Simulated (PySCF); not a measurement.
**Radial density of Li²⁺ (lithium, charge +2)**

PBE, 1s1, 2S determinant. Calculation: PySCF 2.14, in cc-pVDZ (3s2p1d, 14 functions); no relativity, point nucleus.

| r (bohr) | 4πr²ρ (e/bohr) | 4πr²(ρα − ρβ) |
| --- | --- | --- |
| 0.00703 | 0.004043 | 0.0040 |
| 0.0118 | 0.01124 | 0.0112 |
| 0.0199 | 0.03045 | 0.0304 |
| 0.0334 | 0.07915 | 0.0792 |
| 0.0562 | 0.1960 | 0.1960 |
| 0.0946 | 0.4419 | 0.4419 |
| 0.159 | 0.8609 | 0.8609 |
| 0.268 | 1.312 | 1.3124 |
| 0.450 | 1.357 | 1.3575 |
| 0.757 | 0.7540 | 0.7540 |
| 1.27 | 0.1478 | 0.1478 |
| 2.14 | 0.003185 | 0.0032 |
| 3.60 | 0.0002650 | 0.0003 |

For one electron the Hartree and exchange-correlation energies should cancel; what remains is the self-interaction error.
